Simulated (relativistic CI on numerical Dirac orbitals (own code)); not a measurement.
**Spin-allowed bands of a d2 ion in a tetrahedral site, by hand**

Problem. Take Δ = 3300 cm⁻¹ and B = 740 cm⁻¹ for a d2 ion in a tetrahedral site. Calculate the three spin-allowed bands.

Working.
1. The terms of highest spin are 3F (energy 0) and 3P (15B = 11100 cm⁻¹). Here the F term splits into A2 at −1.2Δ = -3960, T2 at −0.2Δ = -660 and T1 at +0.6Δ = 1980 cm⁻¹.
2. The two T1 states mix through the element 0.4Δ: H = [[1980, 1320], [1320, 11100]], with roots ½(H₁₁ + H₂₂) ∓ ½√[(H₂₂ − H₁₁)² + 4H₁₂²] = ½(13080) ∓ ½(9494) = 1793 and 11287 cm⁻¹.
3. The ground term is 3A2 at -3960 cm⁻¹.
4. Bands: 3T2 3300 cm⁻¹ (3030 nm), 3T1(F) 5753 cm⁻¹ (1738 nm), 3T1(P) 15247 cm⁻¹ (656 nm).

Check. Exact diagonalisation of the whole d2 shell with these parameters gives 3T2 3300, 3T1 5753, 3T1 15247 cm⁻¹. The match is exact, since without spin-orbit coupling no other term has this spin. The ratio of the second band to the first, 1.743, depends on Δ/B = 4.5 alone, which is how a Tanabe-Sugano diagram is read.
